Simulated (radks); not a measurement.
Initial-state core-level shifts of neutral molybdenum when its valence configuration changes from [Kr] 4d5 5s1. Method: scalar-relativistic Kohn-Sham, PBE, spin-unpolarised, spherical densities, point nucleus; computed with a radial shooting solver on a logarithmic mesh with Libxc functionals. Shifts are changes of the shell-averaged eigenvalues in eV (positive: less bound).

valence	1s	2s	3p	3d
4d4.5 5s1.5	-1.322	-1.418	-1.397	-1.404
4d5 5p1	-1.352	-1.303	-1.322	-1.318
4d4 5s2	-2.809	-3.015	-2.963	-2.979
4d6	+2.104	+2.257	+2.236	+2.247
4d5 5s0.5 5p0.5	-0.701	-0.676	-0.686	-0.683
4d5.5 5s0.5	+1.145	+1.228	+1.214	+1.220
4d4 5s0.5 5p1.5	-4.831	-4.986	-4.955	-4.967
4d4 5s1 5p1	-4.194	-4.365	-4.327	-4.340
4d4.5 5s1 5p0.5	-2.034	-2.108	-2.095	-2.101
